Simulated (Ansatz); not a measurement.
`C[CH2][GaH][NH2]` + H–F → `[NH2][GaH][CH2]F` + CH₄  (substitution at a C–C bond)

Gas-phase electronic energies from Ansatz, PBE0-D4/def2-TZVP geometries. CCSD(T)/CBS is the MP2 limit (def2-TZVPP, def2-QZVPP) plus CCSD(T) − MP2 in def2-TZVPP, frozen cores. This one scheme is used for every species. For Ga outer-core shells are correlated without core-valence functions, which leaves a few kJ/mol of doubt a bond. Scalar relativity is left out up to krypton. One conformer a species, not always the lowest.

```json
{"species": "`C[CH2][GaH][NH2]`", "MP2/def2-QZVPP energy (Eh)": "-2059.30286"}
{"species": "H–F", "MP2/def2-QZVPP energy (Eh)": "-100.36692"}
{"species": "`[NH2][GaH][CH2]F`", "MP2/def2-QZVPP energy (Eh)": "-2119.21650"}
{"species": "CH₄", "MP2/def2-QZVPP energy (Eh)": "-40.42633"}
```

Task: Work out ΔE.

Result: ΔE = (-2119.21650) + (-40.42633) − (-2059.30286) − (-100.36692) = 0.02695 Eh = +0.73 eV. CCSD(T)/CBS gives +0.64 eV.

Largest T1 diagnostic among the species: 0.013.

The D4 term adds +0.09 eV with B3LYP and +0.05 eV with PBE0; it sums over pairs of atoms, weighted by their polarisabilities, and B3LYP, whose exchange is more repulsive, gets the larger term. In def2-TZVPP, CCSD(T) changes the Hartree–Fock value by +0.24 eV (the triples alone add +0.02 eV) and MP2 by +0.36 eV. From PBE to PBE0 (25 % exact exchange), in def2-TZVPP and without D4, ΔE moves by +0.07 eV.

B3LYP here is the variant with VWN-RPA as its local correlation; programs differ in this.
